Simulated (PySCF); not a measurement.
Isomers of C7H12SSi. Method: PBE0-D3(BJ)/def2-SVP geometry optimisation, gas phase (PySCF 2.14.0). One conformer each; no zero-point energy, no entropy. No frequencies were run at this level. Point groups hold within 0.08 Å.

Task: Order them by energy at this level, lowest first, and give relative energies in kJ/mol.
A. `[CH:1]#[C:2]/[C:3]([CH2:4][CH3:5])=[C:6](\[CH3:7])[S:8][SiH3:9]` with C2–C3–C4–C5 83°, C3–C6–S8–Si9 -141°
B. `[CH2:1]=[CH:2][CH:3]([CH:4]=[CH2:5])/[CH:6]=[CH:7]/[S:8][SiH3:9]` with C1–C2–C3–C4 -130°, C2–C3–C4–C5 19°, C2–C3–C6–C7 117°, C6–C7–S8–Si9 3°
C. `[CH3:1][CH2:2][CH2:3][SiH2:4][c:5]1[cH:6][cH:7][cH:8][s:9]1` with C1–C2–C3–Si4 -62°, C2–C3–Si4–C5 -168°, C3–Si4–C5–C6 -132°
D. `[CH:1]#[C:2]/[C:3]([CH2:4][CH3:5])=[C:6](/[CH3:7])[S:8][SiH3:9]` with C2–C3–C4–C5 -80°, C3–C6–S8–Si9 -82°

Result: C (0.0), B (185.0), A (192.4), D (200.3).

As drawn, the lowest has an aromatic ring and an Si–C bond, which the highest lacks; the highest has a C≡C bond and a C=C bond outside aromatic rings, which the lowest lacks. Neighbours under 10 kJ/mol apart (C=CC(C=C)/C=C/S[SiH3] and C#C/C(CC)=C(\C)S[SiH3]; C#C/C(CC)=C(\C)S[SiH3] and C#C/C(CC)=C(/C)S[SiH3]) can change places with a better method, another conformer or zero-point energy. C#C/C(CC)=C(\C)S[SiH3] and C#C/C(CC)=C(/C)S[SiH3] are stereoisomers, 7.9 kJ/mol apart in the conformers taken.

```json
{"SMILES": "CCC[SiH2]c1cccs1", "E (Eh)": "-960.67127", "E rel (kJ/mol)": "0.0", "dipole (D)": "0.68", "point group": "C1", "A, B, C (MHz)": "3312, 529.1, 477.9"}
{"SMILES": "C=CC(C=C)/C=C/S[SiH3]", "E (Eh)": "-960.60079", "E rel (kJ/mol)": "185.0", "dipole (D)": "0.99", "point group": "C1", "A, B, C (MHz)": "1801, 537.5, 521.6"}
{"SMILES": "C#C/C(CC)=C(\\C)S[SiH3]", "E (Eh)": "-960.59797", "E rel (kJ/mol)": "192.4", "dipole (D)": "1.03", "point group": "C1", "A, B, C (MHz)": "1850, 699.6, 545.9"}
{"SMILES": "C#C/C(CC)=C(/C)S[SiH3]", "E (Eh)": "-960.59498", "E rel (kJ/mol)": "200.3", "dipole (D)": "1.67", "point group": "C1", "A, B, C (MHz)": "1644, 800.0, 637.0"}
```
